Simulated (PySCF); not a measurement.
# Ions at one geometry of YOF

PySCF 2.14.0, RKS PBE0, Y def2-SVP with ECP28, O def2-SVP, F def2-SVP; non-relativistic Hamiltonian with scalar-relativistic core potentials where named; density fitting; no spin-orbit coupling; singlets restricted, open shells unrestricted. The geometry is relaxed for charge 0, singlet, vacuum:

```xyz
3

Y     0.0570    0.0000   -0.3832
O     1.5851    0.0000    0.5974
F    -1.6577    0.0000    0.6818
```

Energies count from the relaxed state; an electron taken off or put on is at rest in vacuum. Charges and spins are Mulliken's.

```tsv
state	energy (eV)	spin squared	charge on Y1 (e)	spin on Y1 (e)	dipole about the centre of mass (D)
charge 0, singlet, vacuum	0.00	0.00	0.84	0.00	7.48
charge -1, doublet, vacuum	-1.09	0.75	-0.08	1.03	1.98
```

**Question.** What does the state charge +1, doublet, vacuum give?

**Answer.** energy (eV) 8.90, spin squared 0.76, charge on Y1 (e) 1.42, spin on Y1 (e) 0.05, dipole about the centre of mass (D) 5.95.

With an electron taken off (doublet) the charges change, summed by element, by Y +0.57 e, O +0.31 e, F +0.11 e. The vertical ionisation energy is 8.90 eV, against −ε(HOMO) = 6.60 eV of the relaxed state. The level lies 2.3 eV too high, as is usual for semilocal functionals and global hybrids, which keep a self-interaction error.

With an electron put on (doublet) the charges change, summed by element, by Y -0.92 e, O -0.05 e, F -0.03 e. The vertical electron affinity is 1.09 eV, against −ε(LUMO) = 2.34 eV of the relaxed state. The basis has no diffuse functions, which an added electron needs. The added electron's level lies above zero.

Open shells may have lower solutions than those found.
